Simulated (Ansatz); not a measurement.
Cost and result for the atomization energy of C$_{2}$H$_{6}$F$_{2}$Si (`FC(F)C[SiH3]`) (11 atoms, 10 bonds).

Cartesian coordinates in Å:
```
F -1.9852 -0.1920 0.2702
C -0.8541 -0.6965 0.8385
F -1.1236 -1.9917 1.1603
C 0.2966 -0.6139 -0.1195
Si 0.6836 1.1346 -0.7153
H -0.6868 -0.1555 1.7762
H 1.1835 -1.0215 0.3742
H 0.0765 -1.2544 -0.9791
H 1.9782 1.1056 -1.4432
H -0.3770 1.6425 -1.6186
H 0.8084 2.0427 0.4562
```

Total charge 0; spin multiplicity 1. Geometry: relaxed with PBE0-D4/def2-TZVP. It is one conformer, not always the lowest. Program: Ansatz. All runs use 4 threads of an Arm Neoverse V2 on a shared host. Times are those of one run each, without the atoms' runs, and a repeat can differ threefold. Electronic energies, without spin–orbit coupling; frozen cores. CCSD(T)/CBS adds CCSD(T) − MP2 in def2-TZVPP to the MP2 limit, and its time is that of the two runs behind it. T1 = 0.011. B3LYP takes the VWN-RPA correlation (the form of Gaussian; ORCA's B3LYP/G).

CCSD(T)/CBS is a level of theory with its own doubt, some kJ/mol a heavy atom from the limit and from the frozen cores, so smaller differences don't rank the functionals.

| level | functions | wall time | atomization (kcal/mol) | difference from CCSD(T)/CBS | per bond |
| --- | --- | --- | --- | --- | --- |
| LDA (SPW92)/def2-TZVPP | 250 | 1 s | 1087.1 | 140.0 | 14.0 |
| BLYP-D4/def2-TZVPP | 250 | 1.6 s | 942.5 | -4.6 | -0.5 |
| PBE0-D4/def2-TZVPP | 250 | 2.1 s | 945.6 | -1.5 | -0.1 |
| BHLYP-D4/def2-TZVPP | 250 | 2.5 s | 918.4 | -28.7 | -2.9 |
| B3LYP-D4/def2-TZVPP (with forces) | 250 | 3.5 s | 944.4 | -2.7 | -0.3 |
| B2PLYP/def2-TZVPP | 250 | 3.9 s | 935.8 | -11.3 | -1.1 |
| r2SCANh-D4/def2-TZVPP | 250 | 4 s | 942.8 | -4.3 | -0.4 |
| CCSD(T)/def2-SVP | 104 | 4 s | 899.7 | -47.4 | -4.7 |
| ωB97X-V/def2-TZVPP | 250 | 6.5 s | 951.4 | 4.3 | 0.4 |
| B97M-V/def2-TZVPP | 250 | 7 s | 947.5 | 0.4 | 0.0 |
| MP2/def2-QZVPP | 478 | 17 s | 951.8 | 4.7 | 0.5 |
| CCSD(T)/def2-TZVPP | 250 | 2.1 min | 924.2 | -22.9 | -2.3 |
| CCSD(T)/CBS(def2) | – | 2.4 min | 947.1 | 0.0 | 0.0 |

The D4 term adds +7.2 kcal/mol with B3LYP and +3.8 kcal/mol with PBE0; it sums over pairs of atoms, weighted by their polarisabilities, and B3LYP, whose exchange is more repulsive, gets the larger term. In def2-TZVPP, CCSD(T) changes the Hartree–Fock value by +225.0 kcal/mol (the triples alone add +12.5 kcal/mol) and MP2 by +239.1 kcal/mol; breaking electron pairs costs correlation energy, which Hartree–Fock lacks. From r2SCAN to r2SCAN0 (25 % exact exchange), in def2-TZVPP and without D4, the atomization energy moves by −15.0 kcal/mol: exact exchange takes away binding that semilocal exchange gives to molecules.
